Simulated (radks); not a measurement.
Question: The table gives one normalised radial function P(r) = r R(r) (large component) of O in [He] 2s2 2p4 (r in bohr). All-electron calculation, Dirac Kohn-Sham, XLYP, spin-unpolarised, spherical densities, point nucleus; open shells fill j = l - 1/2 first. Program: a radial shooting solver on a logarithmic mesh with Libxc functionals.

r,P
0.01061,0.0993
0.01177,0.1092
0.01317,0.1207
0.01461,0.1323
0.01621,0.1449
0.01799,0.1584
0.02012,0.1741
0.02233,0.1896
0.02477,0.2061
0.02749,0.2235
0.03074,0.2432
0.03411,0.2623
0.03785,0.2819
0.042,0.3018
0.04698,0.3234
0.05213,0.3431
0.05784,0.3620
0.06418,0.3796
0.07122,0.3953
0.07966,0.4091
0.08839,0.4182
0.09807,0.4228
0.1088,0.4218
0.1217,0.4132
0.1351,0.3969
0.1499,0.3716
0.1663,0.3361
0.186,0.2857
0.2064,0.2266
0.229,0.1556
0.2541,0.0729
0.2842,-0.0286
0.3154,-0.1327
0.3499,-0.2442
0.3883,-0.3602
0.4343,-0.4860
0.4819,-0.5994
0.5347,-0.7048
0.5933,-0.7975
0.6583,-0.8729
0.7364,-0.9301
0.8171,-0.9580
0.9066,-0.9602
1.006,-0.9371
1.125,-0.8860
1.249,-0.8180
1.385,-0.7349
1.537,-0.6419
1.719,-0.5370
1.908,-0.4408
2.117,-0.3503
2.349,-0.2688
2.627,-0.1940
2.915,-0.1374
3.235,-0.0931
3.589,-0.0602
4.015,-0.0354
4.455,-0.0203
4.943,-0.0109

Which n and l does it have? It may be an empty orbital.

Answer: n = 2, l = 0: the number of nodes gives n - l - 1 = 1, the rise at small r points to l (this Dirac orbital starts as r^gamma with gamma = sqrt((l + 1)^2 - (Z/c)^2) = 1.00; the j = 1/2 orbital of l + 1 starts with the same power, but with a smaller coefficient, and then steepens), and the extent must fit the shell. The curve is that of 2s1/2. 2s1/2: eigenvalue -23.885 eV, 1 radial node at r = 0.276 bohr, <r> = 1.14 bohr, 90 % of the charge inside 1.84 bohr.
